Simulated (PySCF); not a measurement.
Gas-phase reaction: 2 GeH3Cl + GeCl2 + Cl2 ⇌ 3 GeH2Cl2

Method: PySCF energies (xtb for GFN2) plus ideal-gas RRHO corrections (1 bar). † marks an energy on the PBE0/def2-TZVP geometry and frequencies; other levels use their own. CCSD(T) freezes the core. All species are closed-shell singlets. Ge: all electrons, no relativistic terms. CCSD(T) isn't extrapolated to the basis-set limit; its ΔH°(298 K) is -375.4 kJ in def2-SVP and -371.6 kJ in def2-TZVPP. The harmonic model lacks anharmonicity and excited electronic states, which grow with temperature; levels with a mode under 35 cm⁻¹ are left out.

```
level               ΔE electronic, kJ  ΔH°(298 K), kJ  ΔS°(298 K), J/K  ΔG°(1400 K), kJ
------------------  -----------------  --------------  ---------------  ---------------
CCSD(T)/def2-SVP†                -382            -375             -143             -185
GFN2-xTB                         -227            -228             -137              -49
PBE/def2-SVP                     -341            -335             -143             -145
ωB97M-V/def2-TZVP†               -355            -349             -143             -158
ωB97X-V/def2-TZVP†               -374            -368             -143             -177
```
ΔH° is lowest at CCSD(T)/def2-SVP† and highest at GFN2-xTB. No reference value is set beside these.
